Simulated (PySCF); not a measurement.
Rh(acac)(CO)2 (C7H7O4Rh), SMILES CC1=[O]->[Rh](<-[C-]#[O+])(<-[C-]#[O+])[O]C(=C1)C, multiplicity 1. Geometry optimised at B3LYP-D3(BJ)/def2-SVP. The spin state was assumed, not searched. The isomer is the one that the SMILES or the coordinates give; other isomers of the formula were not compared. The def2 effective core potentials stand for the cores of Rh; spin–orbit coupling is left out. Other conformers were not sampled.

Computed equilibrium geometry at B3LYP-D3(BJ)/def2-SVP (PySCF confirms it by a frequency run) as bond lengths and angles, and its point group (one conformer of several):
point group C2v.
Atoms: Rh1 C2 C3 C4 C5 C6 O7 O8 H9 H10 H11 H12 H13 H14 H15 O16 C17 O18 C19. Bonded distances (Å): Rh1–O7 2.047, Rh1–O8 2.047, Rh1–C17 1.861, Rh1–C19 1.861, C2–C3 1.509, C2–H9 1.097, C2–H10 1.102, C2–H11 1.102, C3–C4 1.406, C3–O8 1.275, C4–C5 1.406, C4–H12 1.089, C5–C6 1.509, C5–O7 1.275, C6–H13 1.102, C6–H14 1.097, C6–H15 1.102, O16–C17 1.144, O18–C19 1.144. Angles (°): O7–Rh1–O8 89.0, O7–Rh1–C17 89.8, O7–Rh1–C19 178.9, O8–Rh1–C17 178.9, O8–Rh1–C19 89.8, C17–Rh1–C19 91.3, C3–C2–H9 112.8, C3–C2–H10 109.1, C3–C2–H11 109.1, H9–C2–H10 109.4, H9–C2–H11 109.4, H10–C2–H11 106.8, C2–C3–C4 119.6, C2–C3–O8 114.5, C4–C3–O8 125.8, C3–C4–C5 125.2, C3–C4–H12 117.4, C5–C4–H12 117.4, C4–C5–C6 119.6, C4–C5–O7 125.8, C6–C5–O7 114.5, C5–C6–H13 109.1, C5–C6–H14 112.8, C5–C6–H15 109.1, H13–C6–H14 109.4, H13–C6–H15 106.8, H14–C6–H15 109.4, Rh1–O7–C5 127.0, Rh1–O8–C3 127.0, Rh1–C17–O16 178.6, Rh1–C19–O18 178.6.
